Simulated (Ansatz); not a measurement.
Cl$_{4}$FHMoO, SMILES `[OH][Mo]([F])([Cl])([Cl])([Cl])[Cl]`, 8 atoms. The species carries charge 0 and has multiplicity 1. Correlated methods include outer-core shells of Mo, which these sets cover unevenly. Mo takes the def2 core potential. All runs use 4 threads of an Arm Neoverse V1 on a shared host. Correlated methods freeze the cores.

(1) Give the basis size and wall time and peak host memory of each of these runs in Ansatz. RKS B97M-V/def2-TZVPP energy; RHF-CCSD(T)/def2-SVP energy; RKS SPW92 (LDA)/def2-TZVPP energy; RKS PBE0-D4/def2-QZVPP energy; RKS ωB97M-V/def2-SVP energy; direct RPA on PBE orbitals/def2-TZVPP energy; RKS LC-ωPBE/def2-TZVPP energy; RKS ωB97M-V/def2-QZVPP energy; RHF-MP2/def2-QZVPP energy; RKS PBE-D4/def2-TZVPP energy and forces; RHF-MP2/def2-TZVPP energy; RKS PBE0-D4/def2-TZVP frequencies. (Best estimate.)

Results:

(1) Ansatz gave: Other jobs shared the machine, so times are rough.

```tsv
level	job	functions	wall time	peak host memory (GiB)
RKS SPW92 (LDA)/def2-TZVPP	energy	300	3 s	0.59
RKS PBE-D4/def2-TZVPP	energy and forces	300	6 s	0.59
RKS LC-ωPBE/def2-TZVPP	energy	300	7 s	0.83
RHF-MP2/def2-TZVPP	energy	300	15 s	1.1
RKS ωB97M-V/def2-SVP	energy	136	18 s	0.63
RKS B97M-V/def2-TZVPP	energy	300	21 s	0.74
direct RPA on PBE orbitals/def2-TZVPP	energy	300	24 s	0.98
RKS PBE0-D4/def2-QZVPP	energy	505	28 s	3.2
RHF-CCSD(T)/def2-SVP	energy	136	42 s	0.99
RHF-MP2/def2-QZVPP	energy	505	57 s	3.6
RKS ωB97M-V/def2-QZVPP	energy	505	62 s	3.2
RKS PBE0-D4/def2-TZVP	frequencies	256	6.6 min	1.1
```

LC-ωPBE has ω = 0.4 bohr⁻¹.
